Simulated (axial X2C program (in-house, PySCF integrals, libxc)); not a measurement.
**Correcting the dissociation energy of SnH for spin–orbit coupling**

A spin-free CCSD(T) curve (one-electron X2C) was computed with an in-house relativistic program for diatomic molecules, basis Sn dyall-cv3z [11s12p9d4f1g], H dyall-v3z [6s2p1d] (cores contracted in-house), for the state M_S = 1/2, Λ = 1 (beyond evenly filled blocks: π+α). It gives D0 = 2.559 eV to Sn + H, which in a spin-free picture are the weighted means of the ground terms.

Correlated methods: 15 electrons correlated (number of frozen shells: Sn 4 s, 3 p, 1 d; H none), 191 virtual spin orbitals or spinors in MP2, 110 natural virtuals in coupled cluster.

Measured levels of the ground terms (NIST Handbook of Basic Atomic Spectroscopic Data), in cm⁻¹: Sn 3P: J = 0 at 0, J = 1 at 1691.8, J = 2 at 3427.7; H 2S: J = 1/2 at 0.

The two components of the molecular doublet are 2277 cm⁻¹ apart in the PBE0 2c search (Ω = 1/2 lower), so the lower one lies 1138 cm⁻¹ under their mean.

(1) How far does each ground level lie under the (2J+1)-weighted mean of its term?

(2) Correct D0.

Second-order spin–orbit effects in the molecule, which grow quickly with Z, are left out. The state is a single determinant with fixed occupations, the lowest that a limited PBE0 search found. Dissociation energies refer to the lowest single-determinant-based atoms at the same level and basis. Coupled cluster ran in a truncated set of natural virtual spinors; the MP2 energy of the rest was added. (T) has no such correction and the atoms are truncated less, which lowers De at CCSD(T) by a hundredth of an eV or more.

Results:

(1) Sn: (1 × 0 + 3 × 1691.8 + 5 × 3427.7)/9 = 2468 cm⁻¹; H: a single level, 0.

(2) D0 = 2.559 + (1138 − 2468)/8065.5 = 2.394 eV at CCSD(T) with these spin–orbit terms.
